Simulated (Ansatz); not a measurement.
Reaction (ligand exchange at a Ge–O bond): `C[O][GeH2][OH]` + H₂Se → `[OH][GeH2][SeH]` + CH₃OH

Gas-phase electronic energies from Ansatz, PBE0-D4/def2-TZVP geometries. CCSD(T)/CBS adds triple-zeta CCSD(T) − MP2 to the extrapolated MP2 energy (def2 sets, frozen cores). This one scheme is used for every species. Functionals use def2-TZVPP. For Ge, Se outer-core shells are correlated without core-valence functions, which leaves a few kJ/mol of doubt a bond. Scalar relativity is left out up to krypton. Each species was taken in one conformer, which may not be the lowest.

`C[O][GeH2][OH]`:

Z-matrix (Å, degrees):
```
C
O 1 1.407
H 1 1.098 2 112.0
H 1 1.092 2 108.1 3 -118.9
H 1 1.099 2 112.4 3 122.1
Ge 2 1.776 1 119.4 3 -72.7
O 6 1.764 2 105.5 1 -162.4
H 6 1.545 2 107.2 1 -42.3
H 6 1.534 2 112.1 1 83.2
H 7 0.960 6 112.2 2 49.5
```

H₂Se:

Cartesian coordinates in Å:
```
Se -0.146 -0.647 0.169
H -0.897 0.613 0.187
H 1.043 0.034 -0.356
```

`[OH][GeH2][SeH]`:

Cartesian coordinates in Å:
```
O 0.521 -0.892 -1.240
Ge -0.561 -0.264 0.023
Se 0.601 1.154 1.496
H 1.346 -1.224 -0.877
H -1.651 0.472 -0.760
H -1.097 -1.400 0.911
H 0.841 2.154 0.447
```

CH₃OH:

```xyz
6

C     0.171    0.258   -0.176
O    -0.193   -1.061    0.161
H     0.901    0.191   -0.984
H     0.638    0.791    0.661
H    -0.682    0.848   -0.536
H    -0.835   -1.027    0.873
```

CCSD(T)/CBS gives -6.9 kcal/mol.

Task: Another level gave -9.0 kcal/mol. Which?
A. r2SCAN0-D4/def2-TZVPP
B. RPA@PBE/def2-TZVPP
C. ωB97M-V/def2-TZVPP
D. PBE0-D4/def2-TZVPP

Result: D. PBE0-D4 -9.0, ωB97M-V -6.8, r2SCAN0-D4 -7.8, RPA@PBE/def2-TZVPP -4.8 kcal/mol.

Task: What do rigid-rotor, harmonic-oscillator terms from PBE0-D4/def2-TZVP frequencies (298.15 K, 1 bar) make of the CCSD(T)/CBS value? (An estimate is asked.)

Result: Ansatz gave: ΔZPE = +2.7 kcal/mol, ΔH = -4.5 kcal/mol, ΔS = 3 J/(mol·K), ΔG = -4.7 kcal/mol. Modes under 50 cm⁻¹ make the entropy rough.

Largest T1 diagnostic among the species: 0.012.

At CCSD(T), def2-SVP lies +3.3 kcal/mol from the extrapolated value and def2-TZVPP +1.1 kcal/mol. Leaving LDA and LC-ωPBE aside and taking each functional with its dispersion term where it has one, the values, not all of them listed here, spread over 3.8 kcal/mol, from HSE06-D4 to B97M-V. LDA lies +1.2 kcal/mol from PBE without D4.
